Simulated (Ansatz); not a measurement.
Start from `CO[SiH2]CN` and change one atom or group to get `CO[SiH2]BO`.

Ansatz, PBE0-D4/def2-TZVP geometries, multiplicity 1. Each molecule was computed in one conformer, which needn't be the lowest.

| property | `CO[SiH2]CN` |
| --- | --- |
| HOMO energy (PBE0/def2-TZVPP) / eV | -6.90 |
| LUMO energy (PBE0/def2-TZVPP) / eV | 0.78 |
| LUMO energy (PBE/def2-TZVPP) / eV | -0.08 |
| size of the dipole moment (PBE/def2-TZVPP) / D | 1.91 |
| size of the dipole moment (B3LYP/def2-TZVPP) / D | 1.94 |
| HOMO–LUMO gap (B3LYP/def2-TZVPP) / eV | 7.16 |

Problem. What does the change do to each property? (Estimate.)

Solution. Computed: 
| property | `CO[SiH2]BO` | shift |
| --- | --- | --- |
| HOMO energy (PBE0/def2-TZVPP) / eV | -7.75 | -0.85 |
| LUMO energy (PBE0/def2-TZVPP) / eV | -0.98 | -1.76 |
| LUMO energy (PBE/def2-TZVPP) / eV | -1.96 | -1.88 |
| size of the dipole moment (PBE/def2-TZVPP) / D | 2.01 | 0.10 |
| size of the dipole moment (B3LYP/def2-TZVPP) / D | 2.09 | 0.15 |
| HOMO–LUMO gap (B3LYP/def2-TZVPP) / eV | 6.38 | -0.78 |

With PBE0 the HOMO falls by 0.85 eV and the LUMO falls by 1.76 eV, so the gap narrows by about 0.91 eV. PBE moves the HOMO by -1.03 eV and ωB97M-V by -0.66 eV. Dipoles are sizes alone; their direction can turn.

B3LYP here is the variant with VWN-RPA as its local correlation; programs differ in this.
